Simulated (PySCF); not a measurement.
PySCF 2.14 output of a UHF calculation on a single atom or ion in aug-cc-pVDZ-PP with ECP28MDF (5s5p4d2f, 54 functions), with a scalar-relativistic core potential:

```
SCF conv_tol = 1e-09
number electrons alpha = 7  beta = 4
cycle= 1 E= -46.1102428187779  delta_E= -0.00373  |g|= 0.0157  |ddm|= 0.0524
cycle= 2 E= -46.1103615782288  delta_E= -0.000119  |g|= 0.0029  |ddm|= 0.0103
cycle= 3 E= -46.1103663371249  delta_E= -4.76e-06  |g|= 0.000216  |ddm|= 0.0065
cycle= 4 E= -46.1103664220406  delta_E= -8.49e-08  |g|= 3.45e-05  |ddm|= 0.00231
cycle= 5 E= -46.1103664240568  delta_E= -2.02e-09  |g|= 6.66e-06  |ddm|= 0.000437
cycle= 6 E= -46.1103664241203  delta_E= -6.35e-11  |g|= 6.13e-07  |ddm|= 8.63e-05
converged SCF energy = -46.1103664241203  <S^2> = 3.7537811  2S+1 = 4.0018901
```

The run itself started from symmetry-adapted Hartree-Fock orbitals and held the occupation by maximum overlap, so the iterations belong to that start.

Question: Which element, charge and spin multiplicity is this?

Answer: Zr⁺ (zirconium, charge +1), multiplicity 4; the state was [Kr] 4d2 5s1, high-spin 4F determinant.

Energies and moments cover only the electrons outside the core potential.
